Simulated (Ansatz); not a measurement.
C2H2N2, SMILES `[C-]#[N+][C]N` (lower singlet) (charge 0, multiplicity 1). This singlet lies 1.54 eV below the relaxed triplet at the level B3LYP/cc-pVTZ // PBE0-D3(BJ)/def2-TZVP (Ansatz, a first-principles code).

The numbers are results of LDA/cc-pVTZ // PBE0-D3(BJ)/def2-TZVP run with Ansatz, not measurements.

Ansatz 0.2 input:
```yaml
crystal:
  periodic: [false, false, false]
  atoms:
    - { symbol: C, position_ang: [2.348623, -0.043671, 0.596281] }
    - { symbol: N, position_ang: [1.220095, -0.282855, 0.364025] }
    - { symbol: C, position_ang: [-0.007146, -0.7881, 0.051165] }
    - { symbol: N, position_ang: [-0.928225, 0.134056, 0.136547] }
    - { symbol: H, position_ang: [-0.753515, 1.100704, 0.401172] }
    - { symbol: H, position_ang: [-1.87983, -0.120131, -0.072155] }
basis:
  gaussian: { orbitals: cc-pVTZ }
hamiltonian:
  xc: lda
```

Output:

```
Functional definition: SPW92
798 factors; their error is unknown
mean field evaluation 1: about -5033.7114 eV, gradient 6.5e1 eV
mean field evaluation 2: about -5018.2819 eV, gradient 1.0e2 eV
mean field evaluation 4: about -5041.3809 eV, gradient 8.8e0 eV
mean field evaluation 8: about -5041.5562 eV, gradient 1.0e-1 eV
mean field evaluation 16: about -5041.5421 eV, gradient 2.1e-4 eV
mean field -5041.54205915 eV, -185.2732533937 hartree, gradient 4.4e-5 eV, S^2 0.000000; 0 other end points of the search recorded, 0 dependent functions left out
reference -5041.54208925 eV, -185.2732545000 hartree; 14, 14 occupied and 134, 134 virtual orbitals, 798 factors
Total energy: -5041.54208925 eV, -185.2732545000 hartree
```
